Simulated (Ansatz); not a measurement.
Reaction (ligand exchange at a B–C bond): `O=CBCl` + `OCC(F)(F)F` → `FC(F)(F)COBCl` + `C=O`

Calculated with Ansatz (gas phase, PBE0-D4/def2-TZVP geometries, no zero-point term in ΔE). CBS: MP2 limit from def2 TZ/QZ plus the TZ coupled-cluster correction, frozen cores. This one scheme is used for every species. DFT in def2-TZVPP. B3LYP here is the variant with VWN-RPA as its local correlation; programs differ in this. One conformer a species, not always the lowest.

| level | ΔE (kcal/mol) |
| --- | --- |
| B3LYP-D4 | -34.9 |
| ωB97M-V | -34.9 |
| BLYP | -33.5 |
| r2SCANh | -34.5 |

What does CCSD(T)/CBS give? (Best estimate.)

The calculation gave: -34.5 kcal/mol. The listed levels differ from it by -0.4, -0.4, 1.0, 0.0 kcal/mol.

Largest T1 diagnostic among the species: 0.016.

From BLYP to BHLYP (50 % exact exchange), in def2-TZVPP and without D4, ΔE moves by −2.0 kcal/mol. At CCSD(T), def2-SVP lies −4.1 kcal/mol from the extrapolated value and def2-TZVPP −0.7 kcal/mol.
